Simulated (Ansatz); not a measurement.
A structure relaxed at PBE0-D4/def2-TZVP, charge 0, multiplicity 1:

```xyz
9

N    -1.271    0.180   -0.907
Ti    0.046   -0.562    0.164
N     1.177    0.832    0.604
Br   -0.950   -1.443    2.123
Br    1.227   -2.198   -1.073
H    -1.343    1.147   -1.187
H    -2.031   -0.368   -1.291
H     1.109    1.369    1.458
H     2.035    1.042    0.110
```

Problem. Give its formula and SMILES.

Solution. Br2H4N2Ti, `[NH2][Ti]([NH2])([Br])[Br]`.

Problem. Point group (tolerance 0.08 Å, 0.16 Å for H)?

Solution. Cs.

Problem. Summarise the bond lengths by kind.

Solution. 2 × N–Ti 1.848 to 1.853 Å; 4 × H–N 1.009 to 1.012 Å; 2 × Br–Ti 2.367 Å.

Computed with Ansatz.
